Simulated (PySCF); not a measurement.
Task: Write Cartesian coordinates for InChI=1S/C4H9GeNSi/c1-6-4-7-3-2-5/h4H,7H2,1,5H3/b6-4+ as optimised with PBE0-D3(BJ)/def2-SVP.

Result: 
```xyz
16
C4H9GeNSi angstrom
C      3.685    0.573    0.019
N      2.581   -0.077    0.665
C      1.560   -0.389   -0.021
Si     0.105   -1.255    0.814
C     -1.443   -0.386    0.336
C     -2.445    0.226   -0.011
Ge    -4.010    1.171   -0.537
H      3.535    0.747   -1.066
H      3.875    1.539    0.515
H      4.596   -0.030    0.164
H      1.510   -0.163   -1.113
H      0.012   -2.666    0.328
H      0.278   -1.233    2.291
H     -4.530    0.572   -1.852
H     -5.067    1.028    0.567
H     -3.649    2.650   -0.736
```

Any rigid rotation of these coordinates is as good. Atoms count from 1 in this order. Si4 (SiH2 silicon) is tetrahedral (angles from 108.0° to 110.4°). Ge7 (germanium bonded to C and 3 H) is tetrahedral (angles from 108.7° to 110.3°). N2 (C=N nitrogen) is bent (angle 119.1°). The C–N distances run from 1.269 Å (N2=C3, drawn double) to 1.435 Å (C1–N2, drawn single), a spread of 0.166 Å.

Bonds between heavy atoms (Å): C1–N2 1.435, N2=C3 1.269, C3–Si4 1.888, Si4–C5 1.838, C5≡C6 1.224, C6–Ge7 1.902.

Computed with PySCF 2.14.0, PBE0-D3(BJ)/def2-SVP geometry optimisation, gas phase.

Point group: C1 (no symmetry element, even within 0.4 Å). Whether it is a minimum is left open (no frequencies). One conformer, not necessarily the lowest (N2–C3–Si4–C5 131°).

On one thread of an Arm Neoverse V1, no GPU, shared host with 32 logical CPUs at a one-minute load of 8.7, this took 83 s of wall time and 0.67 GiB of memory at its peak. That covers the optimisation of the geometry.
